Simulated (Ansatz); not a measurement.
Reactions of CdClHS, SMILES `[SH][Cd][Cl]`.

Gas-phase electronic energies from Ansatz, PBE0-D4/def2-TZVP geometries. CCSD(T)/CBS is the MP2 limit (def2-TZVPP, def2-QZVPP) plus CCSD(T) − MP2 in def2-TZVPP, frozen cores. This one scheme is used for every species. Elements past krypton have def2 core potentials. For Br, Cd, Sn outer-core shells are correlated without core-valence functions, which leaves a few kJ/mol of doubt a bond. Scalar relativity is left out up to krypton. One conformer a species, not always the lowest.

Task: Order these by ΔE at CCSD(T)/CBS, lowest first. (Estimate.)
A. `[SH][Cd][Cl]` + HBr → `[Cl][Cd][Br]` + H₂S
B. `[SH][Cd][Cl]` + `OCCCF` → `[F][Cd][SH]` + `OCCCCl`
C. `[SH][Cd][Cl]` + `CNC(N)[SiH3]` → `[NH2][Cd][Cl]` + `CNC([SiH3])S`
D. `[SH][Cd][Cl]` + `[CH3][SnH2][SiH2]O` → `[CH3][Cd][SH]` + `O[SiH2][SnH2][Cl]`
E. `[SH][Cd][Cl]` + `N=C(S)CO` → `[SH][Cd][SH]` + `N=C(Cl)CO`

Result: A (-12.2 kcal/mol), D (+4.6 kcal/mol), E (+7.8 kcal/mol), B (+14.6 kcal/mol), C (+17.8 kcal/mol).

Largest T1 diagnostic: 0.016, for `[F][Cd][SH]`.
